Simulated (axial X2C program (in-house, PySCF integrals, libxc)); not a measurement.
## SiGe⁻: from the spin-free to the two-component result

All values were computed with an in-house relativistic program for diatomic molecules. Spin-free means the one-electron spin-free X2C Hamiltonian; two-component (2c) means X2C with spin–orbit coupling and atomic mean-field two-electron Coulomb and Gaunt terms, so the difference of the two also holds small scalar two-electron terms. Basis: Ge dyall-acv3z [10s10p8d5f1g], Si dyall-av3z [9s8p3d2f] (cores contracted in-house); Gaussian nuclei, density fitting, unrestricted open shells. Masses: Ge 73.921 u, Si 27.977 u.

Spin-free state: M_S = 1/2, Λ = 1 (beyond evenly filled blocks: π+α, π+β, π-α); fragments Ge + Si-.

```csv
level,Re (Å),ωe (cm⁻¹),De (eV),μ (D)
PBE0,2.234,446.6,3.505,-2.63
PBEsol,2.250,424.3,3.973,-2.64
```

Dipoles are positive if Si is the positive end and refer to the centre of mass.

Problem. Within this multiplet, which Ω should lie lowest by the rule for regular and inverted multiplets?

Solution. The open π shell holds three electrons, one hole, so the multiplet is inverted: Ω = Λ + 1/2 = 3/2. The PBE0 2c search agrees, though Ω = 1/2 of the search lies only 0.05 eV higher.

Two-component determinant lowest at the distance of the search:

Ω = 3/2 (⟨Sz⟩ = 0.50, ⟨Lz⟩ = 1.00 at PBE0); fragments Ge + Si-.

```
 level  Re (Å)  ωe (cm⁻¹)  μ (D)
  PBE0   2.234      445.6  -2.63
PBEsol   2.250      424.0  -2.63
```

Problem. From the two tables, how do the constants change at the PBE0 level (2c against spin-free)?

Solution. At the PBE0 level Re is unchanged within 0.001 Å and ωe goes down by 1.0 cm⁻¹.

One determinant describes the state; a PBE0 search over occupations chose it and may have missed a lower one. De is counted from the lowest determinant-based energies of the atoms at the same level, without counterpoise correction. De is not given where an atomic determinant may have missed its ground term or J level, or where the truncated virtual space spoils (T). Density functionals use the spin component along the axis (collinear). Other states lie close and PBE0, whose exact exchange favours high spin, may order them wrongly; the determinant shown need not be the ground state. The nearest other spin-free determinant of the search, M_S = 1/2, Λ = 0, lies 0.10 eV up at the distance of the search. Without a current term, density functionals place determinants with orbital angular momentum somewhat too high. At some level and bond length an empty orbital lies below a filled one. Some points did not converge and are left out. The highest occupied level of some functionals is positive through self-interaction error; at Hartree–Fock it is bound.
